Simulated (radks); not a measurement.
Values are calculated unless marked as measured or tabulated.
Removal energies from the krypton ion Kr+, [Ar] 3d10 4s2 4p5, by Delta-SCF beside the eigenvalue of the level emptied. Level of theory: scalar-relativistic Kohn-Sham, BLYP, spin-polarised, spherical densities, finite nucleus; Fermi nuclear charge, rms radius of each element as measured or else 0.836 A^(1/3) + 0.57 fm (a radial shooting solver on a logarithmic mesh with Libxc functionals). Open shells are filled with parallel spins first.

| removed from | final configuration | Delta-SCF (eV) | -eigenvalue (eV) |
|---|---|---|---|
| 4p | [Ar] 3d10 4s2 4p4 | 24.286 | 18.949 |
| 4s | [Ar] 3d10 4s1 4p5 | 39.421 | 33.394 |
| 3d | [Ar] 3d9 4s2 4p5 | 106.16 | 93.079 |
| 3p | [Ne] 3s2 3p5 3d10 4s2 4p5 | 219.90 | 206.77 |
